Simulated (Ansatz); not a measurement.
Basis-set extrapolation for C2H7ClSi2 (`[SiH3]/C=C\[SiH2]Cl`) (PBE0-D4/def2-TZVP geometry, frozen core, Ansatz 0.2.0). Multiplicity 1, RHF reference.

|  | def2-TZVPP | def2-QZVPP |
| --- | --- | --- |
| HF | -1117.268462 | -1117.302805 |
| MP2 correlation | -0.759670 | -0.818618 |
| CCSD(T) correlation | -0.862914 | not run |

Energies in hartree. Use E(X) = E(∞) + A·exp(−7.88·√X) for Hartree–Fock and E(X) = E(∞) + B·X^(−2.97) for correlation, with X = 3 and 4, and add CCSD(T) minus MP2 of the smaller set to the MP2 limit.

**Question.** What is the CCSD(T) energy at the basis-set limit?

**Answer.** HF limit: -1117.302805 + (-0.034343) × 0.13774 = -1117.30754. MP2 limit: -0.818618 + (-0.058948) × 0.74074 = -0.86228. Higher-order term: -0.862914 − (-0.759670) = -0.10324. Total: -1118.27306 hartree, 372.0 kJ/mol below CCSD(T)/def2-TZVPP.
